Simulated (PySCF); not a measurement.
CdI: everyday levels beside a composite calculation

PySCF; the state is a doublet (σ ↑). The composite is CCSD(T) extrapolated to the basis-set limit from two correlation-consistent sets, with core-valence (CV) and scalar-relativistic (SR) terms as its label shows; it has no spin–orbit coupling and nothing beyond (T). Here it is CCSD(T)/CBS(DT). It gives Re = 2.678 Å, ωe = 177 cm⁻¹ and De = 1.13 eV to Cd + I.

| level | basis | relativity | Re (Å) | ωe (cm⁻¹) | De (eV) |
| --- | --- | --- | --- | --- | --- |
| UHF | def2-TZVPP | scalar-relativistic core potentials | 2.724 | 177 | 1.07 |
| UHF-MP2 | def2-SVP | scalar-relativistic core potentials | 2.667 | 192 | 1.14 |
| UHF-MP2 | def2-TZVPP | scalar-relativistic core potentials | 2.648 | 185 | 1.15 |
| UHF-SCS-MP2 | def2-SVP | scalar-relativistic core potentials | 2.683 | 187 | 0.98 |
| PBE | def2-TZVPP | scalar-relativistic core potentials | 2.732 | 155 | 1.23 |
| PBEsol | def2-TZVPP | scalar-relativistic core potentials | 2.685 | 167 | 1.43 |
| r²SCAN | def2-SVP | scalar-relativistic core potentials | 2.699 | 173 | 1.39 |
| M06-L | def2-TZVPP | scalar-relativistic core potentials | 2.766 | 147 | 1.13 |
| PBE0 | def2-SVP | scalar-relativistic core potentials | 2.706 | 171 | 1.29 |
| r²SCAN0 | def2-SVP | scalar-relativistic core potentials | 2.685 | 180 | 1.38 |

**Question.** Give the difference of each row from the composite.

**Answer.** 

| level | basis | ΔRe (pm) | Δωe (%) | ΔDe (eV) |
| --- | --- | --- | --- | --- |
| UHF | def2-TZVPP | +4.6 | +0.0 | -0.06 |
| UHF-MP2 | def2-SVP | -1.1 | +8.5 | +0.01 |
| UHF-MP2 | def2-TZVPP | -3.0 | +4.5 | +0.02 |
| UHF-SCS-MP2 | def2-SVP | +0.5 | +5.6 | -0.15 |
| PBE | def2-TZVPP | +5.4 | -12.4 | +0.10 |
| PBEsol | def2-TZVPP | +0.7 | -5.6 | +0.30 |
| r²SCAN | def2-SVP | +2.1 | -2.3 | +0.26 |
| M06-L | def2-TZVPP | +8.8 | -16.9 | +0.00 |
| PBE0 | def2-SVP | +2.8 | -3.4 | +0.16 |
| r²SCAN0 | def2-SVP | +0.7 | +1.7 | +0.25 |

**Question.** Which rows come closest in De?

**Answer.** UHF-MP2 in def2-SVP (+0.01 eV); M06-L in def2-TZVPP (+0.00 eV), counted from the composite.

Correlated steps freeze the inner cores (4 to 13 orbitals); shallow outer-core shells are correlated. Correlated levels converge slowly with the basis: in double zeta they bind strong bonds too weakly, by up to about 1 eV, and carry superposition errors of some tenths. These are scalar-relativistic numbers at best; spin–orbit coupling would shift them, the dissociation energy most. The state is the lowest determinant that a PBE0 search found; another state may lie lower at other levels.
